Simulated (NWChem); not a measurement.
System: CH4AlFO; SMILES [AlH]([O]C)[F]

Output (shortened):

```
             Northwest Computational Chemistry Package (NWChem) 7.3.0
             --------------------------------------------------------

                             Geometry "geometry" -> ""
                             -------------------------

 Output coordinates in angstroms (scale by  1.889725989 to convert to a.u.)

  No.       Tag          Charge          X              Y              Z
 ---- ---------------- ---------- -------------- -------------- --------------
    1 Al                  13.0000    -0.58605200     0.62580200     0.01713300
    2 H                    1.0000    -1.94128600     1.38792600    -0.15517200
    3 F                    9.0000     0.81502900     1.47574800     0.30657300
    4 O                    8.0000    -0.54461300    -1.05018100    -0.08993000
    5 C                    6.0000     0.29243000    -2.15627400    -0.02643700
    6 H                    1.0000     0.25752900    -2.72318300    -0.97327300
    7 H                    1.0000     1.34664400    -1.88556800     0.16499600
    8 H                    1.0000    -0.03025100    -2.84057800     0.77774100

 Effective nuclear repulsion energy (a.u.)     157.2363300950

  pbe96 is a nonlocal functional; adding pw91lda local functional.
                              NWChem Property Module
                              ----------------------

  itol2e modified to match energy
  convergence criterion.

                                 NWChem DFT Module
                                 -----------------

 Summary of "ao basis" -> "ao basis" (spherical)
 ------------------------------------------------------------------------------
       Tag                 Description            Shells   Functions and Types
 ---------------- ------------------------------  ------  ---------------------
 Al                          6-31g*                  8       18   4s3p1d
 H                           6-31g*                  2        2   2s
 F                           6-31g*                  6       14   3s2p1d
 O                           6-31g*                  6       14   3s2p1d
 C                           6-31g*                  6       14   3s2p1d

  itol2e modified to match energy
  convergence criterion.

            General Information
            -------------------
          SCF calculation type: DFT
          Wavefunction type:  closed shell.
          No. of atoms     :     8
          No. of electrons :    40
           Alpha electrons :    20
            Beta electrons :    20
          Charge           :     0
          Spin multiplicity:     1
          Use of symmetry is: off; symmetry adaption is: off
          Maximum number of iterations: 150
          AO basis - number of functions:    68
                     number of shells:    34
          Convergence on energy requested:  1.00D-07
          Convergence on density requested:  1.00D-05
          Convergence on gradient requested:  5.00D-04

              XC Information
              --------------
          PerdewBurkeErnzerhof Exchange Functional  1.000
            Perdew 1991 LDA Correlation Functional  1.000 local
           PerdewBurkeErnz. Correlation Functional  1.000 non-local

             Grid Information
             ----------------
          Grid used for XC integration:  fine
          Radial quadrature: Mura-Knowles
          Angular quadrature: Lebedev.
          Tag              B.-S. Rad. Rad. Pts. Rad. Cut. Ang. Pts.
          ---              ---------- --------- --------- ---------
          Al                  1.25      123          10.0       770
          H                   0.35       60          12.0       590
          F                   0.50       70          11.0       590
          O                   0.60       70           8.0       590
          C                   0.70       70          11.0       590
          Grid pruning is: on
          Number of quadrature shells:   573
          Spatial weights used:  Erf1

      Superposition of Atomic Density Guess
      -------------------------------------

 Sum of atomic energies:        -455.63851926

      Non-variational initial energy
      ------------------------------

 Total energy =    -456.680407
 1-e energy   =    -943.730879
 2-e energy   =     329.814142
 HOMO         =      -0.384549
 LUMO         =      -0.001802

   convergence    iter        energy       DeltaE   RMS-Dens  Diis-err
 ---------------- ----- ----------------- --------- --------- ---------
 d= 0,ls=0.0,diis     1   -457.5959722677 -6.15D+02  2.70D-02  1.00D+00
 d= 0,ls=0.0,diis     2   -457.2354667084  3.61D-01  1.69D-02  5.01D+00
 d= 0,ls=0.0,diis     3   -457.7079681234 -4.73D-01  2.06D-03  2.04D-02
 d= 0,ls=0.0,diis     4   -457.7085316384 -5.64D-04  1.09D-03  1.32D-02
 d= 0,ls=0.0,diis     5   -457.7101757681 -1.64D-03  2.21D-04  2.73D-04
  Resetting Diis
 d= 0,ls=0.0,diis     6   -457.7102021687 -2.64D-05  8.10D-05  1.15D-04
 d= 0,ls=0.0,diis     7   -457.7102127212 -1.06D-05  3.59D-05  2.34D-06
 d= 0,ls=0.0,diis     8   -457.7102121390  5.82D-07  2.20D-05  9.42D-06
 d= 0,ls=0.0,diis     9   -457.7102129795 -8.40D-07  4.55D-06  1.02D-07
 d= 0,ls=0.0,diis    10   -457.7102129929 -1.35D-08  1.18D-06  2.32D-08

         Total DFT energy =     -457.710212992943
      One electron energy =     -947.323362256602
           Coulomb energy =      376.729170913456
    Exchange-Corr. energy =      -44.352351744809
 Nuclear repulsion energy =      157.236330095012

 Numeric. integr. density =       40.000000671969

                       DFT Final Molecular Orbital Analysis
                       ------------------------------------

 Vector   18  Occ=2.000000D+00  E=-2.961771D-01
              MO Center= -9.3D-01,  1.2D+00,  3.1D-04, r^2= 2.5D+00
   Bfn.  Coefficient  Atom+Function         Bfn.  Coefficient  Atom+Function
  ----- ------------  ---------------      ----- ------------  ---------------
    20      0.333797  2 H  s                 23      0.322933  3 F  px
    19      0.268760  2 H  s                  7     -0.216204  1 Al px
    27      0.217046  3 F  px                24     -0.177871  3 F  py
     6      0.167253  1 Al s                 28     -0.136777  3 F  py
    10      0.121886  1 Al s                  3      0.100100  1 Al px

 Vector   19  Occ=2.000000D+00  E=-2.454713D-01
              MO Center= -1.9D-01, -1.2D+00, -4.5D-02, r^2= 1.8D+00
   Bfn.  Coefficient  Atom+Function         Bfn.  Coefficient  Atom+Function
  ----- ------------  ---------------      ----- ------------  ---------------
    37      0.465635  4 O  px                41      0.341721  4 O  px
    38      0.256926  4 O  py                66     -0.231173  7 H  s
    51     -0.187127  5 C  px                65     -0.184600  7 H  s
    42      0.171518  4 O  py                40     -0.122318  4 O  s
    24      0.119978  3 F  py                 6      0.109799  1 Al s

 Vector   20  Occ=2.000000D+00  E=-2.439899D-01
              MO Center= -3.3D-01, -1.3D+00, -7.3D-02, r^2= 1.8D+00
   Bfn.  Coefficient  Atom+Function         Bfn.  Coefficient  Atom+Function
  ----- ------------  ---------------      ----- ------------  ---------------
    39      0.526211  4 O  pz                43      0.400409  4 O  pz
    53     -0.204289  5 C  pz                64      0.190716  6 H  s
    68     -0.191208  8 H  s                 63      0.156131  6 H  s
    67     -0.156530  8 H  s                  9      0.142125  1 Al pz
    25     -0.092117  3 F  pz                37     -0.087536  4 O  px

[...]

          -----------------------
          Electric field gradient
          -----------------------

 1 a.u. = 0.324123 10**(16) esu/cm**3  ( or statvolts/cm**2 ) = 0.97174 10**(22) v/m**2

 ------------------------------------------------------------
   Atom      X         Y         Z
 ------------------------------------------------------------
    1 Al  -1.10748   1.18259   0.03238
 ------------------------------------------------------------

 Electric field gradient in molecular frame (a.u.)
         XX             YY             ZZ             XY             XZ             YZ
 ------------------------------------------------------------------------------------------
        0.388834       0.345892      -0.734726      -0.155085       0.180749       0.050009

 Principal components (a.u.) and orientation
 of principal axis w.r.t. absolute frame                      Asymmetry parameter eta
 --------------------------------------------------------------------------------------
       -0.768009       0.532907       0.235102                       0.387763

       -0.162768       0.778110       0.606672
       -0.066856      -0.622156       0.780033
        0.984397       0.086404       0.153289

 ------------------------------------------------------------
   Atom      X         Y         Z
 ------------------------------------------------------------
    2 H   -3.66850   2.62280  -0.29323
 ------------------------------------------------------------

 Electric field gradient in molecular frame (a.u.)
         XX             YY             ZZ             XY             XZ             YZ
 ------------------------------------------------------------------------------------------
       -0.078075       0.019144       0.058932       0.078989      -0.017655       0.010206

 Principal components (a.u.) and orientation
 of principal axis w.r.t. absolute frame                      Asymmetry parameter eta
 --------------------------------------------------------------------------------------
       -0.124481       0.063323       0.061158                       0.017396

        0.867525       0.470020      -0.162732
       -0.484966       0.871977      -0.066814
        0.110495       0.136883       0.984405

 ------------------------------------------------------------
   Atom      X         Y         Z
 ------------------------------------------------------------
    3 F    1.54018   2.78876   0.57934
 ------------------------------------------------------------

 Electric field gradient in molecular frame (a.u.)
         XX             YY             ZZ             XY             XZ             YZ
 ------------------------------------------------------------------------------------------
       -0.265809       0.133036       0.132774      -0.456857      -0.100577      -0.077028

 Principal components (a.u.) and orientation
 of principal axis w.r.t. absolute frame                      Asymmetry parameter eta
 --------------------------------------------------------------------------------------
       -0.587049       0.432407       0.154642                       0.473156

        0.823207      -0.543897      -0.162809
        0.540777       0.838503      -0.066879
        0.172891      -0.032988       0.984388

 ------------------------------------------------------------
   Atom      X         Y         Z
 ------------------------------------------------------------
    4 O   -1.02917  -1.98455  -0.16994
 ------------------------------------------------------------

 Electric field gradient in molecular frame (a.u.)
         XX             YY             ZZ             XY             XZ             YZ
 ------------------------------------------------------------------------------------------
        0.215364      -0.873278       0.657914       1.005088      -0.004566       0.062634

 Principal components (a.u.) and orientation
 of principal axis w.r.t. absolute frame                      Asymmetry parameter eta
 --------------------------------------------------------------------------------------
       -1.473453       0.819014       0.654439                       0.111693

       -0.511299       0.843927      -0.162361
        0.858999       0.507646      -0.066455
       -0.026338       0.173446       0.984491

 ------------------------------------------------------------
   Atom      X         Y         Z
 ------------------------------------------------------------
    5 C    0.55261  -4.07477  -0.04996
 ------------------------------------------------------------

 Electric field gradient in molecular frame (a.u.)
         XX             YY             ZZ             XY             XZ             YZ
 ------------------------------------------------------------------------------------------
       -0.010045      -0.160523       0.170569       0.242556      -0.013599       0.017620

 Principal components (a.u.) and orientation
 of principal axis w.r.t. absolute frame                      Asymmetry parameter eta
 --------------------------------------------------------------------------------------
       -0.340211       0.171621       0.168590                       0.008910

       -0.592656      -0.158882       0.789630
        0.804279      -0.063761       0.590821
       -0.043523       0.985237       0.165574

 ------------------------------------------------------------
   Atom      X         Y         Z
 ------------------------------------------------------------
    6 H    0.48666  -5.14607  -1.83922
 ------------------------------------------------------------

 Electric field gradient in molecular frame (a.u.)
         XX             YY             ZZ             XY             XZ             YZ
 ------------------------------------------------------------------------------------------
        0.136469       0.026273      -0.162743       0.000950      -0.014216      -0.178242

 Principal components (a.u.) and orientation
 of principal axis w.r.t. absolute frame                      Asymmetry parameter eta
 --------------------------------------------------------------------------------------
       -0.270318       0.143463       0.126855                       0.061440

        0.028741       0.773720      -0.632875
        0.514825       0.531246       0.672854
        0.856813      -0.345159      -0.383062

 ------------------------------------------------------------
   Atom      X         Y         Z
 ------------------------------------------------------------
    7 H    2.54479  -3.56321   0.31180
 ------------------------------------------------------------

 Electric field gradient in molecular frame (a.u.)
         XX             YY             ZZ             XY             XZ             YZ
 ------------------------------------------------------------------------------------------
       -0.231577       0.100824       0.130753      -0.091144      -0.067691      -0.017813

 Principal components (a.u.) and orientation
 of principal axis w.r.t. absolute frame                      Asymmetry parameter eta
 --------------------------------------------------------------------------------------
       -0.267238       0.143074       0.124165                       0.070757

        0.954020      -0.161847      -0.252291
        0.244628      -0.065975       0.967370
        0.173211       0.984608       0.023349

 ------------------------------------------------------------
   Atom      X         Y         Z
 ------------------------------------------------------------
    8 H   -0.05717  -5.36791   1.46972
 ------------------------------------------------------------

 Electric field gradient in molecular frame (a.u.)
         XX             YY             ZZ             XY             XZ             YZ
 ------------------------------------------------------------------------------------------
        0.099837      -0.022763      -0.077074      -0.066635       0.090193       0.184627

 Principal components (a.u.) and orientation
 of principal axis w.r.t. absolute frame                      Asymmetry parameter eta
 --------------------------------------------------------------------------------------
       -0.270324       0.143467       0.126857                       0.061443

       -0.289287       0.611897       0.736136
       -0.621092       0.465185      -0.630752
        0.728394       0.639676      -0.245472
```

Level: PBE/6-31G* (spherical d). The geometry was optimised at PBE0/def2-SVP. NWChem prints the field gradient with the sign opposite to the second derivative of the potential.

Q: Write an input that gives this output.

A: One answer among several that fit: the input that was run:
```
start job
memory heap 200 mb stack 900 mb global 1100 mb
geometry units angstroms noautosym nocenter noautoz
  Al    -0.586052     0.625802     0.017133
  H     -1.941286     1.387926    -0.155172
  F      0.815029     1.475748     0.306573
  O     -0.544613    -1.050181    -0.089930
  C      0.292430    -2.156274    -0.026437
  H      0.257529    -2.723183    -0.973273
  H      1.346644    -1.885568     0.164996
  H     -0.030251    -2.840578     0.777741
end
basis spherical
  * library 6-31g*
end
dft
  xc xpbe96 cpbe96
  iterations 150
end
property
  efieldgrad
end
task dft property
```
